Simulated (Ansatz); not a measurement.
Stretching the Zn1–H2 bond in H2SeZn (SMILES [ZnH][SeH]) (multiplicity 1 held, fragments rigid). Energies count from the point at 1.536 Å.
Geometry at that point (charge 0, multiplicity 1):
```xyz
4

Zn    -0.70919    -0.50984    -0.82880
H     -1.61369    -1.16460    -1.88282
Se     0.65396     0.50525     0.74073
H      0.65501    -0.71868     1.56184
```

Signs of static correlation in def2-SVP, with CASSCF(2,2), from Ansatz (an electronic-structure program) runs.

```json
[
 {"R (Å)": "1.228", "T1 of restricted CCSD": "0.012", "⟨S²⟩ of UHF": "0.000", "largest double amplitude of restricted CCSD": "0.039", "weight of the CASSCF reference in MRCISD": "0.912", "CASSCF natural occupations": "1.98 0.02"},
 {"R (Å)": "1.382", "T1 of restricted CCSD": "0.012", "⟨S²⟩ of UHF": "0.000", "largest double amplitude of restricted CCSD": "0.040", "weight of the CASSCF reference in MRCISD": "0.913", "CASSCF natural occupations": "1.98 0.02"},
 {"R (Å)": "1.536", "T1 of restricted CCSD": "0.012", "⟨S²⟩ of UHF": "0.000", "largest double amplitude of restricted CCSD": "0.043", "weight of the CASSCF reference in MRCISD": "0.913", "CASSCF natural occupations": "1.97 0.03"},
 {"R (Å)": "1.689", "T1 of restricted CCSD": "0.012", "⟨S²⟩ of UHF": "0.000", "largest double amplitude of restricted CCSD": "0.046", "weight of the CASSCF reference in MRCISD": "0.913", "CASSCF natural occupations": "1.97 0.03"},
 {"R (Å)": "1.843", "T1 of restricted CCSD": "0.013", "⟨S²⟩ of UHF": "0.000", "largest double amplitude of restricted CCSD": "___", "weight of the CASSCF reference in MRCISD": "0.914", "CASSCF natural occupations": "1.96 0.04"},
 {"R (Å)": "2.073", "T1 of restricted CCSD": "0.014", "⟨S²⟩ of UHF": "0.000", "largest double amplitude of restricted CCSD": "0.102", "weight of the CASSCF reference in MRCISD": "0.914", "CASSCF natural occupations": "1.93 0.07"},
 {"R (Å)": "2.303", "T1 of restricted CCSD": "0.016", "⟨S²⟩ of UHF": "0.212", "largest double amplitude of restricted CCSD": "0.156", "weight of the CASSCF reference in MRCISD": "0.915", "CASSCF natural occupations": "1.89 0.11"},
 {"R (Å)": "2.687", "T1 of restricted CCSD": "0.024", "⟨S²⟩ of UHF": "0.690", "largest double amplitude of restricted CCSD": "0.268", "weight of the CASSCF reference in MRCISD": "0.915", "CASSCF natural occupations": "1.79 0.21"},
 {"R (Å)": "3.071", "T1 of restricted CCSD": "0.037", "⟨S²⟩ of UHF": "0.883", "largest double amplitude of restricted CCSD": "0.408", "weight of the CASSCF reference in MRCISD": "0.914", "CASSCF natural occupations": "1.63 0.37"},
 {"R (Å)": "3.532", "T1 of restricted CCSD": "0.054", "⟨S²⟩ of UHF": "0.969", "largest double amplitude of restricted CCSD": "___", "weight of the CASSCF reference in MRCISD": "0.914", "CASSCF natural occupations": "1.41 0.59"},
 {"R (Å)": "4.146", "T1 of restricted CCSD": "0.072", "⟨S²⟩ of UHF": "1.000", "largest double amplitude of restricted CCSD": "0.815", "weight of the CASSCF reference in MRCISD": "0.914", "CASSCF natural occupations": "1.19 0.81"},
 {"R (Å)": "4.914", "T1 of restricted CCSD": "0.080", "⟨S²⟩ of UHF": "1.007", "largest double amplitude of restricted CCSD": "0.960", "weight of the CASSCF reference in MRCISD": "0.914", "CASSCF natural occupations": "1.07 0.93"}
]
```

Problem. Fill in the missing entries.

Solution. 
- 1.843, largest double amplitude of restricted CCSD: 0.059
- 3.532, largest double amplitude of restricted CCSD: 0.598

Doubts at one or more of the structures used: a restricted determinant that unrestricted orbitals would lower (R-CCSD(T)/def2-SVP); other coupled-cluster roots lie near (R-CCSD(T)/def2-SVP); T1 above 0.05 (R-CCSD(T)/def2-SVP, U-CCSD(T)/def2-SVP); a spin-contaminated determinant (U-CCSD(T)/def2-SVP).
